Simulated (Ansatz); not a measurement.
Consider the formal exchange of groups at a C–O bond: `NC(O)BF` + `C=N` → `N=CC(N)BF` + H₂O.

Calculated with Ansatz (gas phase, PBE0-D4/def2-TZVP geometries, no zero-point term in ΔE). CCSD(T)/CBS is the MP2 limit (def2-TZVPP, def2-QZVPP) plus CCSD(T) − MP2 in def2-TZVPP, frozen cores. This one scheme is used for every species. Each species was taken in one conformer, which may not be the lowest.

```tsv
species	CCSD/def2-TZVPP energy (Eh)
`NC(O)BF`	-295.37645
`C=N`	-94.45887
`N=CC(N)BF`	-313.52625
H₂O	-76.32939
```

Q: Work out ΔE.

A: ΔE = (-313.52625) + (-76.32939) − (-295.37645) − (-94.45887) = -0.02032 Eh = -53.4 kJ/mol. CCSD(T)/CBS gives -59.8 kJ/mol.

Largest T1 diagnostic among the species: 0.013.

The D4 term adds −6.1 kJ/mol with B3LYP and −3.5 kJ/mol with PBE0; it sums over pairs of atoms, weighted by their polarisabilities, and B3LYP, whose exchange is more repulsive, gets the larger term. From PBE to PBE0 (25 % exact exchange), in def2-TZVPP and without D4, ΔE moves by −5.3 kJ/mol.

B3LYP here is the variant with VWN-RPA as its local correlation; programs differ in this.
